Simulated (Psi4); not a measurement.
A dimer, H2 ··· H6B3N3 (SMILES [H][H] and B1NBNBN1), singlet; the first 2 atoms form monomer A.

```
14

H      0.3719     0.0000     0.0000
H     -0.3719     0.0000     0.0000
B      3.1279    -0.9797     1.0761
N      3.1274     0.4211     1.3511
B      3.1290     1.4137     0.3251
N      3.1302     0.9515    -1.0256
B      3.1307    -0.4334    -1.3720
N      3.1294    -1.3722    -0.2965
H      3.1273    -1.7864     1.9543
H      3.1268     0.7226     2.3117
H      3.1296     2.5776     0.5848
H      3.1316     1.6327    -1.7669
H      3.1324    -0.7904    -2.5098
H      3.1299    -2.3548    -0.5157
```

Task: What interaction energy does SAPT0/jun-cc-pVDZ, frozen core in Psi4 give, and which attractive term is the largest?

Result: Total -1.16 kJ/mol: electrostatics -2.01, exchange 5.70, induction -0.61, dispersion -4.25. The most attractive term is dispersion.
